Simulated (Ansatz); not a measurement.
Gas-phase electronic energies from Ansatz, PBE0-D4/def2-TZVP geometries. CCSD(T)/CBS is the MP2 limit (def2-TZVPP, def2-QZVPP) plus CCSD(T) − MP2 in def2-TZVPP, frozen cores. This one scheme is used for every species. Functionals use def2-TZVPP. B3LYP here is the variant with VWN-RPA as its local correlation; programs differ in this. Each species was taken in one conformer, which may not be the lowest.

Consider the ligand exchange at a B–F bond: `NB(F)Cl` + H₂S → `NB(S)Cl` + H–F.

```tsv
level	ΔE (kcal/mol)	difference from CCSD(T)/CBS
B3LYP-D4	19.1	2.3
B2PLYP	19.7	2.9
BLYP	21.1	4.3
PBE0	17.8	1.0
r2SCANh	19.1	2.3
BHLYP	22.1	5.3
LC-ωPBE	19.0	2.2
RPA@PBE/def2-TZVPP	18.7	1.9
CCSD/def2-TZVPP	19.4	2.6
HF/def2-QZVPP	24.7	7.9
CCSD(T)/CBS	16.8	0
```

Largest T1 diagnostic among the species: 0.011.

At CCSD(T), def2-SVP lies +5.5 kcal/mol from the extrapolated value and def2-TZVPP +1.4 kcal/mol. The D4 term adds −2.0 kcal/mol with B3LYP and −1.0 kcal/mol with PBE0; it sums over pairs of atoms, weighted by their polarisabilities, and B3LYP, whose exchange is more repulsive, gets the larger term.
